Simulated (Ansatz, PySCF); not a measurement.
HfF₂, SMILES [Hf]([F])[F] (connectivity only; charge and spin as stated), neutral, multiplicity 3. Atoms are numbered in the order given.

```xyz
3

Hf     0.0000     0.0000     0.2989
F      0.0000    -1.7888    -0.3809
F      0.0000     1.7888    -0.3809
```
Charge 0, spin multiplicity 3.

Geometry: PBE0-D3(BJ)/def2-TZVP. The multiplicity is an assumed one; other spin states were not compared. The def2 effective core potentials stand for the cores of Hf; spin–orbit coupling is left out.

Two levels are set side by side: PBE-D3(BJ)/def2-TZVP (Ansatz, a program for electronic structure) and PBE0-D3(BJ)/def2-TZVP (Ansatz). Each level has its own optimised geometry; the coordinates shown are those of the second. Frequencies come from the Hessian of PySCF at each geometry. Differences are taken from unrounded values.

```json
[
 {"quantity": "mean bond length (Å)", "PBE0-D3(BJ)": "1.914"},
 {"quantity": "bond Hf1–F2 (Å)", "PBE0-D3(BJ)": "1.914"},
 {"quantity": "bond Hf1–F3 (Å)", "PBE0-D3(BJ)": "1.914"},
 {"quantity": "highest harmonic wavenumber (cm⁻¹)", "PBE0-D3(BJ)": "635"},
 {"quantity": "mean harmonic wavenumber (cm⁻¹)", "PBE0-D3(BJ)": "447"},
 {"quantity": "zero-point energy (kcal/mol)", "PBE0-D3(BJ)": "1.92"}
]
```

### Question
What does PBE-D3(BJ) give, and how far is it from PBE0-D3(BJ)? (Estimate from the structure and the level; the computed values follow.)

### Answer

| quantity | PBE-D3(BJ) | PBE-D3(BJ) minus PBE0-D3(BJ) |
|---|---|---|
| mean bond length (Å) | 1.922 | 0.009 |
| bond Hf1–F2 (Å) | 1.922 | 0.009 |
| bond Hf1–F3 (Å) | 1.922 | 0.009 |
| highest harmonic wavenumber (cm⁻¹) | 619 | -16 |
| mean harmonic wavenumber (cm⁻¹) | 437 | -9 |
| zero-point energy (kcal/mol) | 1.88 | -0.04 |

GGA bonds tend to be longer and softer than those of functionals with exact exchange. Differences between two approximate levels are no errors against the true value.
